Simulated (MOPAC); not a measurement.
Input file for MOPAC: PM6 on H5NPbSi (SMILES [NH2][Pb][SiH3]), a point of a torsion scan.

```
PM6 1SCF PRECISE CHARGE=0 THREADS=1
H5NPbSi

N      1.99558748 1    -0.13926783 1     0.14457680 1
Pb     0.56688521 1    -0.12089591 1     1.72193619 1
Si    -1.47828716 1     0.06374553 1     0.02489584 1
H      1.81254046 1    -0.08141985 1    -0.84366537 1
H      2.99476179 1    -0.20763636 1     0.25436588 1
H     -2.18518249 1    -1.19458791 1    -0.25232785 1
H     -2.57831580 1     0.94857819 1     0.43685361 1
H     -1.15003412 1     0.55189246 1    -1.31651735 1
```

The log:

```
*******************************************************************************
 **                                                                           **
 **                              MOPAC v23.2.5                                **
 **                                                                           **
 *******************************************************************************
 ** MOPAC's Digital Object Identifier: https://doi.org/10.5281/zenodo.6511958 **
 **                                                                           **
 ** Please cite the open-source release paper for use of this MOPAC version:  **
 ** J. E. Moussa and J. J. P. Stewart (2026)                                  **
 ** MOPAC: An open-source semiempirical molecular orbital program             **
 ** J. Open Source Softw., 11(119), 8025, https://doi.org/10.21105/joss.08025 **
 *******************************************************************************

                              PM6 CALCULATION RESULTS

 *******************************************************************************
 *  PM6        - The PM6 Hamiltonian to be used
 *
 *
 *
 *                 CHARGE ON SYSTEM = 0
 *
 *
 *
 *  PRECISE    - TIGHTER CRITERIA TO BE USED
 *  1SCF       - DO 1 SCF AND THEN STOP
 *  THREADS=1  - MULTI-THREADING NOT USED
 *  T=         - A TIME OF 172800.0 SECONDS REQUESTED
 *  DUMP=N     - RESTART FILE WRITTEN EVERY 7200.0 SECONDS REQUESTED
 *******************************************************************************
PM6 1SCF PRECISE CHARGE=0 THREADS=1
 H5NPbSi

   ATOM   CHEMICAL          X               Y               Z
  NUMBER   SYMBOL      (ANGSTROMS)     (ANGSTROMS)     (ANGSTROMS)

     1       N          1.99558748  *  -0.13926783  *   0.14457680  *
     2      Pb          0.56688521  *  -0.12089591  *   1.72193619  *
     3      Si         -1.47828716  *   0.06374553  *   0.02489584  *
     4       H          1.81254046  *  -0.08141985  *  -0.84366537  *
     5       H          2.99476179  *  -0.20763636  *   0.25436588  *
     6       H         -2.18518249  *  -1.19458791  *  -0.25232785  *
     7       H         -2.57831580  *   0.94857819  *   0.43685361  *
     8       H         -1.15003412  *   0.55189246  *  -1.31651735  *



          CARTESIAN COORDINATES

    NO.       ATOM           X           Y           Z

     1         N          1.9956     -0.1393      0.1446
     2        Pb          0.5669     -0.1209      1.7219
     3        Si         -1.4783      0.0637      0.0249
     4         H          1.8125     -0.0814     -0.8437
     5         H          2.9948     -0.2076      0.2544
     6         H         -2.1852     -1.1946     -0.2523
     7         H         -2.5783      0.9486      0.4369
     8         H         -1.1500      0.5519     -1.3165

 General Reference for PM6:
 "Optimization of Parameters for Semiempirical Methods V: Modification of NDDO Approximations
 and Application to 70 Elements", J. J. P. Stewart, J. Mol. Mod., 13, 1173-1213 (2007)
 URL: https://link.springer.com/article/10.1007/s00894-007-0233-4

           Empirical Formula: H5 N Pb Si  =     8 atoms



      MOLECULAR POINT GROUP   :   C1


      RHF CALCULATION, NO. OF DOUBLY OCCUPIED LEVELS = 9


 -------------------------------------------------------------------------------
 PM6 1SCF PRECISE CHARGE=0 THREADS=1
 H5NPbSi



     1SCF WAS SPECIFIED, SO BFGS WAS NOT USED
     SCF FIELD WAS ACHIEVED


                              PM6 CALCULATION
                                                       MOPAC v23.2.5 Linux




          FINAL HEAT OF FORMATION =         83.52487 KCAL/MOL =     349.46807 KJ/MOL


          COSMO AREA              =        131.35 SQUARE ANGSTROMS
          COSMO VOLUME            =        124.44 CUBIC ANGSTROMS

          IONIZATION POTENTIAL    =          7.880345 EV
          HOMO LUMO ENERGIES (EV) =         -7.880 -1.821
          NO. OF FILLED LEVELS    =          9
          MOLECULAR WEIGHT        =        254.3317         POINT GROUP:  C1

          MOLECULAR DIMENSIONS (Angstroms)

            Atom       Atom       Distance
            H     7    H     5     5.69468
           Pb     2    H     8     3.11063
            H     6    H     7     2.07460


          SCF CALCULATIONS        =          1





   ATOM   CHEMICAL          X               Y               Z
  NUMBER   SYMBOL      (ANGSTROMS)     (ANGSTROMS)     (ANGSTROMS)

     1       N          1.99558748  *  -0.13926783  *   0.14457680  *
     2      Pb          0.56688521  *  -0.12089591  *   1.72193619  *
     3      Si         -1.47828716  *   0.06374553  *   0.02489584  *
     4       H          1.81254046  *  -0.08141985  *  -0.84366537  *
     5       H          2.99476179  *  -0.20763636  *   0.25436588  *
     6       H         -2.18518249  *  -1.19458791  *  -0.25232785  *
     7       H         -2.57831580  *   0.94857819  *   0.43685361  *
     8       H         -1.15003412  *   0.55189246  *  -1.31651735  *

                             CARTESIAN COORDINATES

   1    N        1.995587480    -0.139267830     0.144576800
   2   Pb        0.566885210    -0.120895910     1.721936190
   3   Si       -1.478287160     0.063745530     0.024895840
   4    H        1.812540460    -0.081419850    -0.843665370
   5    H        2.994761790    -0.207636360     0.254365880
   6    H       -2.185182490    -1.194587910    -0.252327850
   7    H       -2.578315800     0.948578190     0.436853610
   8    H       -1.150034120     0.551892460    -1.316517350


           Empirical Formula: H5 N Pb Si  =     8 atoms



      MOLECULAR POINT GROUP   :   C1


                  EIGENVALUES
 -29.95227 -20.43248 -17.89035 -16.14020 -12.03149 -11.55845 -11.36352  -9.56005
  -7.88034  -1.82135  -0.93493  -0.66722   0.91788   0.96250   2.08532   2.22758
   2.24904   3.68764   4.92006   4.93977   5.80060   7.00802


              NET ATOMIC CHARGES AND DIPOLE CONTRIBUTIONS

  ATOM NO.   TYPE          CHARGE      No. of ELECS.   s-Pop       p-Pop       d-Pop
    1          N          -0.731949        5.7319     1.54303     4.18892
    2         Pb           0.456129        3.5439     1.89211     1.65177
    3         Si          -0.148573        4.1486     1.28480     2.51370     0.35008
    4          H           0.216839        0.7832     0.78316
    5          H           0.219601        0.7804     0.78040
    6          H          -0.002277        1.0023     1.00228
    7          H          -0.002183        1.0022     1.00218
    8          H          -0.007587        1.0076     1.00759
 DIPOLE           X         Y         Z       TOTAL
 POINT-CHG.     0.421    -0.142     2.682     2.719
 HYBRID         0.945     0.079    -2.950     3.099
 SUM            1.366    -0.062    -0.268     1.393


          ATOMIC ORBITAL ELECTRON POPULATIONS

     Atom    s        px        py        pz      x^2-y^2     xz        z^2       yz        xy
    1  N   1.54303   1.25057   1.68470   1.25365
    2 Pb   1.89211   0.59006   0.32217   0.73953
    3 Si   1.28480   0.88464   0.77782   0.85124   0.03145   0.04934   0.09819   0.04951   0.12159
    4  H   0.78316
    5  H   0.78040
    6  H   1.00228
    7  H   1.00218
    8  H   1.00759

 **********************
 *                    *
 * JOB ENDED NORMALLY *
 *                    *
 **********************




 == MOPAC DONE ==
```

The run finished.

Cost: roughly 0.03 core-seconds.
